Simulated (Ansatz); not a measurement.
The cluster HAu₂⁺, relaxed as a triplet with UKS PBE-D4/def2-TZVP in Ansatz, starting from the PBE-D4/def2-TZVP geometry of the charge +1 singlet. Force threshold 0.02 eV/Å.

In the def2 sets Au takes a core potential; there is no spin–orbit coupling. At PBE-D4/def2-TZVP a singlet of charge 1 lies 1.91 eV below the triplet, each at its own geometry. The structure comes from a short search, and lower isomers may exist.

Start:

```xyz
3

Au    1.0436   -0.4828    0.7240
Au   -0.8993    0.9946   -0.2193
H    -0.1443   -0.5119   -0.5047
```

```json
{"step": "1", "energy (eV)": "-7395.1439", "largest force component (eV/Å)": "1.621", "SCF passes": "63"}
{"step": "2", "energy (eV)": "-7395.6076", "largest force component (eV/Å)": "0.807", "SCF passes": "42"}
{"step": "3", "energy (eV)": "-7395.7882", "largest force component (eV/Å)": "0.584", "SCF passes": "39"}
{"step": "4", "energy (eV)": "-7395.8798", "largest force component (eV/Å)": "0.292", "SCF passes": "37"}
{"step": "5", "energy (eV)": "-7395.9211", "largest force component (eV/Å)": "0.044", "SCF passes": "35"}
{"step": "6", "energy (eV)": "-7395.9216", "largest force component (eV/Å)": "0.001", "SCF passes": "30"}
```

Force components are those of the run's own axes.

End:

```xyz
3

Au    1.268   -0.963    0.616
Au   -1.267    0.964   -0.615
H     0.000   -0.001   -0.001
```

By distances, no bond broke or formed, bridged metal pairs apart. The bond that changes most is Au1–H3, from 1.71 to 1.71 Å (atoms count from 1). Metal–metal contacts that move far: Au1–Au2 2.62 to 3.41 Å.

No frequencies were taken in this run, so the end may be a saddle point.

It took 9 s on 4 threads of Arm Neoverse V1 on a shared host.
